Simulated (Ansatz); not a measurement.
In(Cl)(Et)(OH) (C2H6ClInO), SMILES C[CH2][In]([OH])[Cl]. Atoms are numbered in the order given.

```xyz
11

In     0.4253     0.2309     0.0795
Cl    -1.5661    -0.6408     1.0282
C      1.0944    -0.4646    -1.8421
C      0.2242    -1.5653    -2.4278
H      2.1375    -0.7884    -1.7003
H      1.1265     0.4275    -2.4874
H     -0.8186    -1.2412    -2.5631
H      0.2007    -2.4596    -1.7871
H      0.6023    -1.8786    -3.4151
O      1.2486     1.5832     1.2870
H      0.7280     1.7008     2.0908
```

Coordinates come from a PBE0-D3(BJ)/def2-SVP optimisation. The def2 effective core potentials stand for the cores of In; spin–orbit coupling is left out. One conformer was computed; it need not be the lowest.

Two levels are set side by side: PBE-D3(BJ)/def2-SVP (Ansatz, a first-principles code) and PBE0-D3(BJ)/def2-SVP (Ansatz). Each level has its own optimised geometry; the coordinates shown are those of the second. Differences are taken from unrounded values.

```
quantity              PBE0-D3(BJ)  PBE-D3(BJ)  PBE-D3(BJ) minus PBE0-D3(BJ)
--------------------  -----------  ----------  ----------------------------
mean bond length (Å)        1.450       1.464                         0.014
bond In1–Cl2 (Å)            2.372       2.395                         0.023
bond In1–C3 (Å)             2.150       2.175                         0.025
bond In1–O10 (Å)            1.991       2.019                         0.028
bond C3–C4 (Å)              1.520       1.526                         0.006
bond C3–H5 (Å)              1.101       1.109                         0.008
bond C3–H6 (Å)              1.101       1.109                         0.008
bond C4–H7 (Å)              1.100       1.108                         0.008
bond C4–H8 (Å)              1.100       1.108                         0.008
bond C4–H9 (Å)              1.103       1.111                         0.009
bond O10–H11 (Å)            0.965       0.978                         0.013
```

Exact exchange shortens and stiffens bonds; PBE has none. Differences between two approximate levels are no errors against the true value.
